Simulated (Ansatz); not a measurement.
Consider the ligand exchange at the Al–N bond: `C/C=C\[NH][AlH2]` + `N[Si]1(Cl)CO1` → `[AlH2][NH][Si]1(Cl)CO1` + `C/C=C/N`.

Isolated molecules relaxed with PBE0-D4/def2-TZVP in Ansatz; ΔE leaves out vibrations. CCSD(T)/CBS adds triple-zeta CCSD(T) − MP2 to the extrapolated MP2 energy (def2 sets, frozen cores). Double bonds are as drawn, so ΔE can hold a change between cis and trans. Functionals use def2-TZVPP. Each species was taken in one conformer, which may not be the lowest.

**Question.** Is it downhill or uphill in electronic energy at CCSD(T)/CBS, and by how much? (An estimate is asked.)

**Answer.** The calculation gave: Nearly level: ΔE = -1.0 kJ/mol.

**Question.** What do these levels give: PBE-D4, PBE0-D4, B2PLYP, HF/def2-TZVPP, CCSD/def2-TZVPP, MP2/def2-QZVPP? (An estimate is asked.)

**Answer.** The calculation gave: PBE-D4 0.3, PBE0-D4 -0.9, B2PLYP 0.5, HF/def2-TZVPP -3.6, CCSD/def2-TZVPP -1.7, MP2/def2-QZVPP 0.5 kJ/mol.

Largest T1 diagnostic among the species: 0.012.
